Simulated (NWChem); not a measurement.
System: CH6ClNOSi; SMILES NC[Si@H](O)Cl

```xyz
11

N      0.4201    -2.6054    -0.0350
C      0.9190    -1.2517    -0.2632
Si    -0.2561     0.0658     0.3818
O     -1.7695    -0.1184    -0.2785
Cl     0.4887     1.9575    -0.0612
H      0.3579    -2.8062     0.9615
H     -0.5243    -2.7052    -0.4042
H      1.0987    -1.0982    -1.3426
H      1.9120    -1.1378     0.2044
H     -0.4615    -0.0505     1.8480
H     -1.8788     0.1172    -1.2050
```
Atoms are numbered in this order, from 1.

Level: PBE0/def2-SVP (NWChem), optimised geometry, unscaled harmonic frequencies. 

```json
[
 {"frequency (cm⁻¹)": "84", "IR intensity (km/mol)": "2.6"},
 {"frequency (cm⁻¹)": "112", "IR intensity (km/mol)": "4.1"},
 {"frequency (cm⁻¹)": "184", "IR intensity (km/mol)": "21.5"},
 {"frequency (cm⁻¹)": "244", "IR intensity (km/mol)": "55.7"},
 {"frequency (cm⁻¹)": "260", "IR intensity (km/mol)": "71.0"},
 {"frequency (cm⁻¹)": "314", "IR intensity (km/mol)": "10.7"},
 {"frequency (cm⁻¹)": "324", "IR intensity (km/mol)": "43.4"},
 {"frequency (cm⁻¹)": "542", "IR intensity (km/mol)": "94.9"},
 {"frequency (cm⁻¹)": "666", "IR intensity (km/mol)": "3.8"},
 {"frequency (cm⁻¹)": "716", "IR intensity (km/mol)": "133.5"},
 {"frequency (cm⁻¹)": "780", "IR intensity (km/mol)": "113.8"},
 {"frequency (cm⁻¹)": "831", "IR intensity (km/mol)": "118.9"},
 {"frequency (cm⁻¹)": "863", "IR intensity (km/mol)": "244.3"},
 {"frequency (cm⁻¹)": "886", "IR intensity (km/mol)": "123.9"},
 {"frequency (cm⁻¹)": "920", "IR intensity (km/mol)": "102.2"},
 {"frequency (cm⁻¹)": "1076", "IR intensity (km/mol)": "13.0"},
 {"frequency (cm⁻¹)": "1108", "IR intensity (km/mol)": "4.2"},
 {"frequency (cm⁻¹)": "1266", "IR intensity (km/mol)": "0.9"},
 {"frequency (cm⁻¹)": "1362", "IR intensity (km/mol)": "0.2"},
 {"frequency (cm⁻¹)": "1417", "IR intensity (km/mol)": "6.3"},
 {"frequency (cm⁻¹)": "1641", "IR intensity (km/mol)": "22.5"},
 {"frequency (cm⁻¹)": "2279", "IR intensity (km/mol)": "112.6"},
 {"frequency (cm⁻¹)": "3053", "IR intensity (km/mol)": "12.5"},
 {"frequency (cm⁻¹)": "3112", "IR intensity (km/mol)": "6.4"},
 {"frequency (cm⁻¹)": "3535", "IR intensity (km/mol)": "2.2"},
 {"frequency (cm⁻¹)": "3621", "IR intensity (km/mol)": "5.6"},
 {"frequency (cm⁻¹)": "3927", "IR intensity (km/mol)": "108.9"}
]
```

```json
{
  "zero_point_energy": "50.2 kcal/mol",
  "thermal correction to the enthalpy at 298.15 K (with zero-point energy)": "55.5 kcal/mol",
  "heat capacity Cv": "25.2 cal/(mol K)",
  "entropy at 298.15 K and 1 atm (symmetry number 1)": "85.2 cal/(mol K)",
  "dipole_moment": "1.11 D"
}
```

Rigid rotor and harmonic oscillator; modes under 100 cm⁻¹ make the entropy uncertain.
